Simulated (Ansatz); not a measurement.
Born–Oppenheimer molecular dynamics of C₂H₁₁GaSi (15 atoms, charge 0, multiplicity 1). It starts at the highest image of a converged band. Of that band: Neighbouring images differ by up to 1.9 eV, so the band resolves the path poorly. A vibrational analysis at the climbing image gives one clearly imaginary mode, 1483i cm⁻¹: a first-order saddle point.

Level of theory: Ansatz, RKS BHLYP/def2-SVP.

```
ensemble                      : NVE (velocity Verlet)
time step                     : 0.5 fs
steps asked                   : 200
starting velocities drawn for : 100 K
seed                          : 8413
```

Frames 1 fs apart, positions in Å.

Velocities at 15.0 fs (Å/ps):

```
Ga 0.33 1.60 0.25
C -2.92 -6.42 -7.17
C 0.20 2.65 1.77
H 8.31 -18.78 0.26
H 0.83 -31.57 1.86
H -3.11 -42.68 27.77
Si 0.70 0.20 0.51
H -12.04 -27.40 -10.52
H 2.15 32.55 16.69
H 0.06 2.97 1.97
H 4.82 -1.11 -5.36
H 1.99 -6.83 3.32
H 2.27 -2.86 8.16
H -16.22 13.91 -26.53
H 1.04 10.77 15.35
```

```xyz
15
Properties=species:S:1:pos:R:3 time_fs=15.0 energy_less_start_eV=-0.333 T=299
Ga 0.125 0.209 1.586
C -0.128 -1.358 0.032
C 0.905 -1.323 -1.064
H -1.017 0.078 2.637
H 1.667 0.375 1.734
H -0.367 -0.403 0.076
Si -0.791 2.059 -0.135
H -1.117 -1.642 -0.318
H 0.137 -2.005 0.870
H 0.711 -0.483 -1.733
H 0.910 -2.212 -1.691
H 1.924 -1.272 -0.684
H -2.193 1.797 -0.574
H -0.810 3.233 0.783
H -0.048 2.427 -1.372
15
Properties=species:S:1:pos:R:3 time_fs=16.0 energy_less_start_eV=-0.410 T=345
Ga 0.126 0.210 1.586
C -0.130 -1.367 0.024
C 0.905 -1.321 -1.062
H -1.008 0.057 2.638
H 1.667 0.341 1.737
H -0.377 -0.421 0.107
Si -0.790 2.059 -0.135
H -1.129 -1.673 -0.329
H 0.139 -1.971 0.887
H 0.711 -0.479 -1.730
H 0.913 -2.214 -1.696
H 1.926 -1.277 -0.680
H -2.191 1.794 -0.566
H -0.827 3.248 0.755
H -0.047 2.437 -1.356
15
Properties=species:S:1:pos:R:3 time_fs=17.0 energy_less_start_eV=-0.669 T=496
Ga 0.126 0.213 1.587
C -0.133 -1.381 0.015
C 0.906 -1.319 -1.062
H -0.998 0.031 2.639
H 1.668 0.303 1.739
H -0.401 -0.393 0.143
Si -0.789 2.059 -0.133
H -1.138 -1.709 -0.340
H 0.140 -1.938 0.905
H 0.714 -0.475 -1.727
H 0.914 -2.217 -1.700
H 1.928 -1.278 -0.674
H -2.189 1.791 -0.558
H -0.845 3.266 0.726
H -0.043 2.447 -1.342
15
Properties=species:S:1:pos:R:3 time_fs=18.0 energy_less_start_eV=-0.790 T=568
Ga 0.126 0.215 1.587
C -0.135 -1.397 0.004
C 0.907 -1.319 -1.062
H -0.988 0.002 2.640
H 1.669 0.261 1.743
H -0.436 -0.344 0.176
Si -0.788 2.059 -0.132
H -1.139 -1.749 -0.348
H 0.141 -1.908 0.924
H 0.718 -0.469 -1.723
H 0.913 -2.218 -1.703
H 1.928 -1.275 -0.667
H -2.188 1.786 -0.551
H -0.864 3.286 0.696
H -0.038 2.457 -1.330
15
Properties=species:S:1:pos:R:3 time_fs=19.0 energy_less_start_eV=-0.752 T=547
Ga 0.127 0.219 1.588
C -0.139 -1.414 -0.006
C 0.909 -1.319 -1.062
H -0.978 -0.031 2.644
H 1.671 0.216 1.746
H -0.476 -0.298 0.198
Si -0.787 2.059 -0.130
H -1.132 -1.790 -0.353
H 0.142 -1.884 0.941
H 0.724 -0.463 -1.718
H 0.910 -2.217 -1.704
H 1.927 -1.268 -0.660
H -2.187 1.781 -0.545
H -0.883 3.309 0.665
H -0.031 2.466 -1.322
15
Properties=species:S:1:pos:R:3 time_fs=20.0 energy_less_start_eV=-0.702 T=518
Ga 0.127 0.222 1.588
C -0.144 -1.430 -0.017
C 0.912 -1.320 -1.064
H -0.967 -0.067 2.648
H 1.672 0.168 1.750
H -0.518 -0.271 0.203
Si -0.786 2.058 -0.127
H -1.116 -1.831 -0.354
H 0.144 -1.867 0.954
H 0.731 -0.457 -1.713
H 0.906 -2.214 -1.703
H 1.924 -1.258 -0.652
H -2.186 1.773 -0.540
H -0.904 3.333 0.635
H -0.021 2.473 -1.317
15
Properties=species:S:1:pos:R:3 time_fs=21.0 energy_less_start_eV=-0.728 T=534
Ga 0.127 0.226 1.589
C -0.150 -1.445 -0.026
C 0.915 -1.321 -1.066
H -0.957 -0.105 2.653
H 1.673 0.118 1.753
H -0.561 -0.271 0.190
Si -0.785 2.058 -0.124
H -1.096 -1.873 -0.354
H 0.145 -1.857 0.960
H 0.739 -0.451 -1.707
H 0.902 -2.209 -1.701
H 1.919 -1.246 -0.643
H -2.186 1.764 -0.536
H -0.924 3.358 0.606
H -0.009 2.477 -1.315
15
Properties=species:S:1:pos:R:3 time_fs=22.0 energy_less_start_eV=-0.844 T=603
Ga 0.128 0.230 1.590
C -0.157 -1.458 -0.035
C 0.918 -1.323 -1.068
H -0.946 -0.144 2.659
H 1.673 0.068 1.756
H -0.602 -0.298 0.160
Si -0.784 2.059 -0.120
H -1.075 -1.918 -0.352
H 0.146 -1.853 0.957
H 0.747 -0.446 -1.701
H 0.899 -2.204 -1.701
H 1.913 -1.233 -0.634
H -2.184 1.752 -0.535
H -0.945 3.382 0.577
H 0.004 2.478 -1.315
15
Properties=species:S:1:pos:R:3 time_fs=23.0 energy_less_start_eV=-1.036 T=717
Ga 0.128 0.235 1.591
C -0.164 -1.469 -0.042
C 0.921 -1.325 -1.071
H -0.935 -0.185 2.666
H 1.673 0.016 1.759
H -0.638 -0.353 0.117
Si -0.782 2.059 -0.116
H -1.058 -1.967 -0.353
H 0.146 -1.855 0.946
H 0.756 -0.441 -1.695
H 0.898 -2.201 -1.703
H 1.908 -1.219 -0.624
H -2.182 1.738 -0.534
H -0.965 3.404 0.548
H 0.017 2.475 -1.315
15
Properties=species:S:1:pos:R:3 time_fs=24.0 energy_less_start_eV=-1.253 T=845
Ga 0.128 0.240 1.592
C -0.172 -1.478 -0.049
C 0.924 -1.327 -1.074
H -0.924 -0.225 2.671
H 1.670 -0.035 1.760
H -0.669 -0.433 0.066
Si -0.781 2.060 -0.112
H -1.045 -2.022 -0.355
H 0.146 -1.861 0.929
H 0.764 -0.438 -1.689
H 0.899 -2.200 -1.709
H 1.903 -1.206 -0.614
H -2.177 1.721 -0.536
H -0.985 3.422 0.520
H 0.029 2.468 -1.316
15
Properties=species:S:1:pos:R:3 time_fs=25.0 energy_less_start_eV=-1.375 T=916
Ga 0.129 0.245 1.593
C -0.180 -1.485 -0.055
C 0.927 -1.329 -1.076
H -0.911 -0.265 2.675
H 1.666 -0.086 1.761
H -0.695 -0.528 0.013
Si -0.779 2.061 -0.107
H -1.035 -2.084 -0.360
H 0.145 -1.871 0.909
H 0.772 -0.435 -1.684
H 0.905 -2.202 -1.719
H 1.899 -1.195 -0.604
H -2.171 1.702 -0.538
H -1.003 3.437 0.493
H 0.040 2.455 -1.315
15
Properties=species:S:1:pos:R:3 time_fs=26.0 energy_less_start_eV=-1.302 T=873
Ga 0.129 0.250 1.594
C -0.189 -1.493 -0.061
C 0.930 -1.332 -1.079
H -0.896 -0.303 2.678
H 1.659 -0.136 1.761
H -0.725 -0.621 -0.037
Si -0.778 2.062 -0.102
H -1.024 -2.150 -0.367
H 0.146 -1.884 0.888
H 0.779 -0.434 -1.681
H 0.916 -2.205 -1.731
H 1.896 -1.186 -0.593
H -2.161 1.680 -0.542
H -1.021 3.447 0.467
H 0.050 2.437 -1.312
```

Of the whole run (100 fs, mean temperature of the second half 1004 K): The conserved energy stayed within 0.31 meV per atom of its start (net change -0.16 meV per atom), so the integration is sound. The system heated up, since it started high on the potential surface and ran downhill. A run of 0.1 ps of so small a system gives no equilibrium averages. The orbitals stay closed-shell, which can raise the energy where a bond breaks towards radicals; this wasn't checked here.

Time of the run: 15 min on 4 threads of Arm Neoverse N1, on a shared host, peak memory 0.36 GiB.
